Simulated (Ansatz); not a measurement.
Mulliken charges of FH2InS2, SMILES `[F][In]([SH])[SH]` from ωB97M-V/def2-TZVPP in Ansatz (PBE0-D4/def2-TZVP geometry).

```
atom   x (Å)   y (Å)   z (Å)  charge (e)
  F1  -0.768  -2.088   0.494      -0.482
 In2  -0.263  -0.258   0.062       0.828
  S3   2.070   0.081  -0.034      -0.320
  S4  -2.073   1.215  -0.265      -0.300
  H5   2.300  -1.210   0.263       0.144
  H6  -1.266   2.260  -0.520       0.130
```

Problem. By hand: the dipole of these point charges (1 e Å = 4.8032 D).

Solution. Σ q r = (0.279, 0.522, -0.126) e Å, of length 0.605 e Å = 2.91 D.

Problem. How does the dipole of the full density compare? (Best estimate.)

Solution. The calculation gave: (0.213, 0.393, -0.095) e Å, 2.20 D; the point charges give 1.32 times that, at 0° from its direction.

Point charges leave out the atoms' own dipoles, such as those of lone pairs, and Mulliken's split depends on the basis, so the two needn't agree.
